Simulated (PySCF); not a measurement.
**Polarisability and C₆ of Zn²⁺ (zinc, charge +2)**

[Ar] 3d10, closed-shell 1S. All numbers are calculated (PySCF 2.14, the non-relativistic Hamiltonian (point nucleus), in def2-QZVPPD (11s6p5d4f2g, 100 functions)). Coupled (time-dependent) response in atomic units; α is the mean over directions.

```json
{"method": "UHF", "mean α (bohr³)": "2.215", "C₆ (like pair)": "5.723", "S(−4)": "1.889"}
{"method": "PBE", "mean α (bohr³)": "2.901", "C₆ (like pair)": "7.749", "S(−4)": "4.129"}
{"method": "PBE0", "mean α (bohr³)": "2.663", "C₆ (like pair)": "7.043", "S(−4)": "3.217"}
{"method": "MN15", "mean α (bohr³)": "2.679", "C₆ (like pair)": "7.074", "S(−4)": "3.217"}
```

S(−4) is the Cauchy moment in α(ω) = α(0) + S(−4) ω² + …

α(iu) at UHF:

```json
{"u (hartree)": "0", "α(iu) (bohr³)": "2.215"}
{"u (hartree)": "0.0500", "α(iu) (bohr³)": "2.211"}
{"u (hartree)": "0.100", "α(iu) (bohr³)": "2.197"}
{"u (hartree)": "0.200", "α(iu) (bohr³)": "2.144"}
{"u (hartree)": "0.300", "α(iu) (bohr³)": "2.066"}
{"u (hartree)": "0.500", "α(iu) (bohr³)": "1.870"}
{"u (hartree)": "0.750", "α(iu) (bohr³)": "1.622"}
{"u (hartree)": "1.00", "α(iu) (bohr³)": "1.409"}
{"u (hartree)": "1.50", "α(iu) (bohr³)": "1.091"}
{"u (hartree)": "2.00", "α(iu) (bohr³)": "0.8730"}
{"u (hartree)": "3.00", "α(iu) (bohr³)": "0.5994"}
{"u (hartree)": "5.00", "α(iu) (bohr³)": "0.3331"}
```

For an ion, C₆ is the dispersion term alone; charge-induced terms of lower order in 1/R come first.
